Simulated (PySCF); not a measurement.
PySCF input file for HTe, SMILES [TeH], multiplicity 2, C-PCM-ωB97X/def2-TZVPD. The structure is a stationary point at PBE0-D3(BJ)/def2-TZVPD. The def2 effective core potentials stand for the cores of Te; spin–orbit coupling is left out.

```python
import numpy as np
from pyscf import gto, scf, dft
from pyscf.solvent import pcm

mol = gto.M(
    atom='''
    Te    0.00000000    0.00000000   -0.03129737
    H     0.00000000    0.00000000    1.62746311
    ''',
    basis='def2-TZVPD',
    ecp={'Te': 'def2-tzvp'},
    charge=0,
    spin=1,
    max_memory=1600,
    verbose=3,
)
mf = dft.UKS(mol, xc='wb97x').density_fit(auxbasis='def2-universal-jkfit')
mf.grids.level = 3
mf.conv_tol = 1e-9
mf.max_cycle = 100
mf.kernel()
fine, coarse = mf.grids, dft.Grids(mol).set(level=1).build(with_non0tab=True)
for _ in range(3):  # follow internal instabilities
    mf.grids = coarse
    mo, _, stable, _ = mf.stability(return_status=True, nroots=4)
    mf.grids = fine
    if stable:
        break
    mf.kernel(mf.make_rdm1(mo, mf.mo_occ))
res = {}
for name, eps in {'water': 78.355, 'dimethylsulfoxide': 46.826, 'diethylether': 4.24}.items():
    s = mf.PCM()
    s.with_solvent.method, s.with_solvent.eps, s.with_solvent.lebedev_order = 'C-PCM', eps, 29
    s.kernel(mf.make_rdm1())
    res[name] = (s.e_tot, eps, s.dip_moment(), s.mo_energy, s.converged)
    print(f'{name}: electrostatic solvation free energy {(s.e_tot - mf.e_tot) * 627.509474:.3f} kcal/mol')
```

Program output:

```

WARN: HOMO -0.92788846059086 >= LUMO -0.927888460590859

converged SCF energy = -268.638142688401  <S^2> = 0.75264375  2S+1 = 2.002642
<class 'pyscf.df.df_jk.DFUKS'> wavefunction is stable in the internal stability analysis

WARN: PCM is an experimental feature. It is still in testing.
Features and APIs may be changed in the future.

converged SCF energy = -268.640330234025  <S^2> = 0.75263737  2S+1 = 2.0026356
Dipole moment(X, Y, Z, Debye): -0.00000, -0.00000,  0.27358
water: electrostatic solvation free energy -1.373 kcal/mol

WARN: PCM is an experimental feature. It is still in testing.
Features and APIs may be changed in the future.

converged SCF energy = -268.640309517722  <S^2> = 0.7526374  2S+1 = 2.0026357
Dipole moment(X, Y, Z, Debye): -0.00000,  0.00000,  0.27153
dimethylsulfoxide: electrostatic solvation free energy -1.360 kcal/mol

WARN: PCM is an experimental feature. It is still in testing.
Features and APIs may be changed in the future.

converged SCF energy = -268.639803317881  <S^2> = 0.75263838  2S+1 = 2.0026366
Dipole moment(X, Y, Z, Debye): -0.00000,  0.00000,  0.22548
diethylether: electrostatic solvation free energy -1.042 kcal/mol
```

Self-consistency was reached.
